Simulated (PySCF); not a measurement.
# Deuteron quadrupole couplings in `N#CC[P@H+]1C(F)=C1[SiH3]`

Species: C₄H₆FNPSi (charge +1).
Numbering: `[N:1]#[C:2][CH2:3][P@H+:4]1[C:5]([F:6])=[C:7]1[SiH3:8]` (hydrogens: H9, H10 on C3; H11 on P4; H12, H13, H14 on Si8)

Cartesian coordinates in Å at the GFN2-xTB level; atoms count from 1:
```
atom  x, y, z in Å
N1     0.7928    1.9285    0.5266
C2     1.3946    0.9704    0.3661
C3     2.0045   -0.2983    0.1018
P4     0.8926   -1.2852   -1.0247
C5    -0.8605   -1.7529   -0.1946
F6    -1.1938   -2.9326    0.1409
C7    -0.8323   -0.5042   -0.3794
Si8   -1.8809    1.1806   -0.2591
H9     2.9664   -0.1794   -0.4094
H10    2.1741   -0.8468    1.0350
H11    0.7314   -0.4410   -2.1193
H12   -1.8103    1.4802    1.1597
H13   -1.2236    2.0501   -1.2197
H14   -3.1557    0.6302   -0.7210
```

Level: PBE0/pcSseg-1 (PySCF, non-relativistic); Q(2H) = 0.00286 b; rigid geometry, the same for H and D, with no vibrational averaging.

**Question.** Rank these positions by the coupling χzz of a deuteron there, largest first.
A. H12 (Si–H hydrogen)
B. H10 (methylene hydrogen)
C. H11 (P–H hydrogen)
D. H14 (Si–H hydrogen)

**Answer.** B (192 kHz), C (127 kHz), A (110 kHz), D (103 kHz).

**Question.** What are Vzz, η and χzz (234.96 MHz × Q × Vzz) at all hydrogens?

**Answer.** 
```tsv
atom	bonded to	bond length (Å)	Vzz (au)	η	χzz (kHz)
H9	C3	1.096	0.2863	0.04	192
H10	C3	1.096	0.2864	0.04	192
H11	P4	1.392	0.1893	0.12	127
H12	Si8	1.452	0.1638	0.05	110
H13	Si8	1.453	0.1633	0.06	110
H14	Si8	1.463	0.1540	0.04	103
```

**Question.** Average by the element that carries the hydrogen.

**Answer.** on C: 192 kHz over 2 positions, mean bond length 1.096 Å; on P: 127 kHz over 1 position, mean bond length 1.392 Å; on Si: 108 kHz over 3 positions, mean bond length 1.456 Å.

**Question.** A static deuteron (I = 1) shows a doublet split by (3/2)χ, (3/4)χ(1 + η) and (3/4)χ(1 − η) with the field along z, y and x of the gradient. What are these for H11?

**Answer.** With |χ| = 127.2 kHz and η = 0.120: 191, 107 and 84 kHz, to first order and without motion.

Geometry: GFN2-xTB, one conformer, isolated ion. GFN2-xTB bond lengths can be off by several hundredths of an ångström, more for odd bonds, and the gradients follow them. The small basis limits the accuracy of the gradients.
